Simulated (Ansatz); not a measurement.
The geometry has C3v symmetry (within 0.05 Å) and had no frequency check at the DFT level, so a distortion to lower symmetry isn't ruled out.

A geometry relaxed with PBE-D3(BJ)/def2-SVP run with Ansatz (an electronic-structure program), charge 0, multiplicity 1:

```xyz
34

H      2.5572     2.5622     2.5597
H     -2.2669    -2.2715    -2.2693
H     -0.0664     1.1996     3.4099
H      0.3234    -3.6345    -1.4022
Si    -0.5316     1.6741    -0.5312
C      0.5732     2.7485     0.5747
Si     1.6751    -0.5293    -0.5299
H      1.1960     3.4112    -0.0650
H     -3.6327    -1.4065     0.3204
H      1.1972    -0.0628     3.4109
C      2.7476     0.5775     0.5758
H     -1.4020    -1.4024     2.5482
Si    -2.7440    -0.5418    -0.5402
Si    -0.5381    -0.5410    -2.7446
Si    -0.5307    -0.5302     1.6746
C      0.5741     0.5766     2.7481
H     -1.4018     0.3182    -3.6357
H     -1.4014    -3.6347     0.3215
H     -1.4037     2.5469    -1.4034
H      1.1842     1.1849    -2.2700
Si     1.6858     1.6890     1.6875
C      0.5440    -1.6228     0.5437
H      0.3236    -1.4049    -3.6330
H      1.1858    -2.2686     1.1856
H      2.5495    -1.4008    -1.4011
H     -3.6346     0.3175    -1.4042
H     -0.0672     3.4106     1.1976
C      0.5430     0.5431    -1.6235
C     -1.6241     0.5421     0.5423
Si    -0.5377    -2.7449    -0.5390
H     -2.2713     1.1833     1.1833
C     -1.6249    -1.6280    -1.6267
H      3.4103    -0.0617     1.1990
H      3.4093     1.2011    -0.0641
```

Question: Write the SMILES of this molecule.

Answer: C7Si7H20 zinc-blende nanodot `C1[SiH]2C[SiH]3C4[SiH2]C5[SiH2]C([SiH]14)[SiH](C2)C3[SiH2]5`
